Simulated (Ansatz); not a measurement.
Ideal-gas functions of `BC(=O)CCl` at 600 K and 1 bar, from an Ansatz frequency run at PBE0-D4/def2-TZVP.

Molar mass 90.32 g/mol, point group Cs (symmetry number 1), electronic degeneracy 1, moments of inertia 54.648, 178.434, 225.524 u Å². Harmonic wavenumbers (cm⁻¹, unscaled): 82, 142, 386, 399, 439, 569, 671, 742, 750, 950, 962, 1100, 1109, 1186, 1227, 1421, 1831, 2597, 2684, 3105, 3181.

Use S(trans) = R[1.5 ln M + 2.5 ln T − 1.1517]; rotational temperatures θ = 24.2544 K / I; S(rot) = R[ln(√π/σ · √(T³/θAθBθC)) + 1.5]; for each mode x = 1.438777 ν̃/T, S = R[x/(eˣ − 1) − ln(1 − e⁻ˣ)] and H = RT x/(eˣ − 1); 1 cm⁻¹ = 0.0119627 kJ/mol; R = 8.31446 J/(mol·K).

By hand: the entropy, in J/(mol·K).

Translation 179.6. Rotation: θ = 0.4438, 0.1359, 0.1075 K, giving 118.0. Vibration, mode by mode: 21.85, 17.31, 9.25, 8.99, 8.26, 6.35, 5.20, 4.54, 4.47, 3.06, 2.99, 2.31, 2.27, 1.96, 1.81, 1.25, 0.56, 0.12, 0.10, 0.04, 0.03, in all 102.7. Electronic 0.0. Sum 400.3 J/(mol·K).

By hand: H − E and G − E in kJ/mol, counted from the electronic energy.

Zero-point energy ½ × 25533 × 0.0119627 = 152.7; thermal vibration 32.7; translation, rotation and pV give 4 RT = 20.0. H − E = 205.4 kJ/mol, and G − E = 205.4 − 600 × 400.3/1000 = -34.8 kJ/mol.

Vibration gives 26 % of the entropy, 39.2 J/(mol·K) of it from the modes under 150 cm⁻¹: soft modes count most, and the harmonic formula is weakest for them. The sum counts one conformer and one mirror image; others add a mixing term.
